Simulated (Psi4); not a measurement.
A dimer, CHN ··· H4Si (SMILES C#N and [SiH4]); the first 3 atoms form monomer A.

```
8

C     -0.0265     0.0002     0.0000
N      1.1197    -0.0090     0.0000
H     -1.0932     0.0088     0.0000
Si    -1.8097    -3.1362    -0.7609
H     -1.6373    -2.2263     0.3939
H     -1.2540    -4.4672    -0.4277
H     -3.2504    -3.2675    -1.0748
H     -1.0972    -2.5839    -1.9351
```

**Question.** What interaction energy does Psi4 with SAPT0/jun-cc-pVDZ, frozen core give, and which attractive term is the largest?

**Answer.** Total 2.75 kJ/mol: electrostatics -3.89, exchange 13.77, induction -2.04, dispersion -5.10. The most attractive term is dispersion.
